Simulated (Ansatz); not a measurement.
Nd, charge +1, doublet (a state made from the parent by changing its charge; the spin is typed, not shown lowest) (core potentials on Nd); PBE/def2-SV(P) in Ansatz (a program for electronic structure).

Ansatz was given this input:
Ansatz 0.2 input:
```yaml
crystal:
  periodic: [false, false, false]
  atoms:
    - {symbol: Nd, position_ang: [0.00000000, 0.00000000, 0.00000000]}
basis:
  gaussian:
    orbitals: def2-SV_P_.json
hamiltonian:
  xc: pbe
total_charge: 1
magnetization: {spin_polarized: false, initial_magnetization: 1}
```
The basis file holds def2-SV(P) in the JSON format of the Basis Set Exchange.

Output, abridged:

```
Functional definition: PBE
619 factors; their error is unknown
mean field evaluation 1: about -15219.3584 eV, gradient 2.1e2 eV
mean field evaluation 2: about -14994.2079 eV, gradient 4.6e2 eV
mean field evaluation 4: about -15170.2742 eV, gradient 2.3e2 eV
mean field evaluation 8: about -15245.7773 eV, gradient 1.0e2 eV
mean field evaluation 16: about -15254.8380 eV, gradient 1.0e2 eV
mean field evaluation 32: about -15265.0092 eV, gradient 1.7e-3 eV
mean field evaluation 64: about -15262.5570 eV, gradient 4.4e-1 eV
mean field evaluation 96: about -15240.3625 eV, gradient 1.6e-4 eV
mean field evaluation 128: about -15264.9815 eV, gradient 1.1e-1 eV
mean field evaluation 160: about -15265.0092 eV, gradient 1.2e-4 eV
mean field evaluation 192: about -15265.0093 eV, gradient 4.9e-3 eV
mean field evaluation 224: about -15265.0090 eV, gradient 3.7e-2 eV
mean field evaluation 256: about -15264.9991 eV, gradient 8.8e-1 eV
mean field evaluation 288: about -15263.1843 eV, gradient 1.6e1 eV
mean field evaluation 320: about -15253.1587 eV, gradient 2.7e1 eV
mean field evaluation 352: about -15263.1573 eV, gradient 1.7e1 eV
mean field evaluation 384: about -15265.0069 eV, gradient 3.2e-1 eV
mean field evaluation 416: about -15265.0089 eV, gradient 1.7e-2 eV
mean field evaluation 448: about -15265.0092 eV, gradient 2.0e-4 eV
mean field evaluation 480: about -15264.7641 eV, gradient 5.5e0 eV
mean field evaluation 512: about -15265.0092 eV, gradient 1.8e-1 eV
mean field evaluation 544: about -15265.0092 eV, gradient 3.1e-2 eV
mean field evaluation 576: about -15265.0081 eV, gradient 5.5e-2 eV
mean field evaluation 608: about -15255.7229 eV, gradient 7.1e1 eV
mean field evaluation 640: about -15237.7586 eV, gradient 2.8e0 eV
mean field -15265.00925403 eV, -560.9787430906 hartree, gradient 1.9e-6 eV, S^2 0.750000; 21 other end points of the search recorded, 0 dependent functions left out
reference -15265.00927406 eV, -560.9787438269 hartree; 16, 15 occupied and 53, 54 virtual orbitals, 619 factors
Total energy: -15265.00927406 eV, -560.9787438269 hartree
```
